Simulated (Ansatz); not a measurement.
Li8Cl8 (started as a model of: 2x2x4 LiCl rock-salt block). Charge 0, multiplicity 1. Geometry PBE0-D4/def2-SVP, basis def2-TZVP, Ansatz.

```csv
run,HOMO (eV),LUMO (eV)
A,-7.22,-1.20
B,-8.08,-0.45
C,-7.58,-0.59
D,-8.59,-0.61
```

Task: The runs used PBE, PBE0, r2SCAN, r2SCANh. Estimate which is which.

Result: A PBE (0 % exact exchange); B r2SCANh (10 % exact exchange); C r2SCAN (0 % exact exchange); D PBE0 (25 % exact exchange). Exact exchange lowers occupied and raises empty levels; among semilocal functionals meta-GGAs tend to open the gap a little, and such runs are hard to tell apart. The gap grows from 6.02 eV (PBE) to 7.97 eV (PBE0).
